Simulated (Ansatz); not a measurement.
`CB(N)S` + HBr → `CB(S)Br` + NH₃ at 298.15 K and 1 bar (ligand exchange at a B–N bond).

Computed with Ansatz on PBE0-D4/def2-TZVP structures; ΔE is electronic, products minus reactants. CCSD(T)/CBS adds triple-zeta CCSD(T) − MP2 to the extrapolated MP2 energy (def2 sets, frozen cores). This one scheme is used for every species. For Br outer-core shells are correlated without core-valence functions, which leaves a few kJ/mol of doubt a bond. Scalar relativity is left out up to krypton. Each species was taken in one conformer, which may not be the lowest.

```tsv
species	CCSD(T)/CBS energy (Eh)	H − E (kJ/mol)	S (J/(mol·K))
`CB(N)S`	-519.02643	223.2	321.3
HBr	-2573.91920	24.6	198.6
`CB(S)Br`	-3036.42757	152.9	331.8
NH₃	-56.50880	100.5	192.4
```

H − E and S are ideal-gas, rigid-rotor, harmonic terms from PBE0-D4/def2-TZVP, for one conformer and one mirror image of each species. 1 Eh = 2625.50 kJ/mol, R = 8.31446 J/(mol·K).

Problem. By hand: ΔE, ΔH, ΔS and ΔG.

Solution. ΔE = (-3036.42757) + (-56.50880) − (-519.02643) − (-2573.91920) = 0.00926 Eh = 24.3 kJ/mol. Δ(H − E) = 152.9 + 100.5 − 223.2 − 24.6 = 5.6, so ΔH = 29.9 kJ/mol. ΔS = 331.8 + 192.4 − 321.3 − 198.6 = 4.3 J/(mol·K). ΔG = 29.9 − 298.15 × (4.3)/1000 = 28.6 kJ/mol.

Problem. By hand: the equilibrium constant, and the temperature at which ΔG would vanish if ΔH and ΔS stayed fixed.

Solution. log₁₀ K = −ΔG/(RT ln 10) = -5.0. ΔG = 0 at ΔH/ΔS = 6953 K, far beyond where these terms or the molecules hold.

The number of gas molecules stays the same, so ΔS is small and ΔH decides. A doubt of 5 kJ/mol in ΔE shifts log₁₀ K by 0.9 here. Other conformers and mirror images would add mixing entropy, several J/(mol·K) or more a flexible species. Modes under 60 cm⁻¹, often nearly free rotors, make the harmonic entropy too high. These are equilibria of isolated gas molecules and say nothing of rates. Largest T1 diagnostic: 0.011 (customary marks: 0.02 for closed shells, 0.045 for open ones).
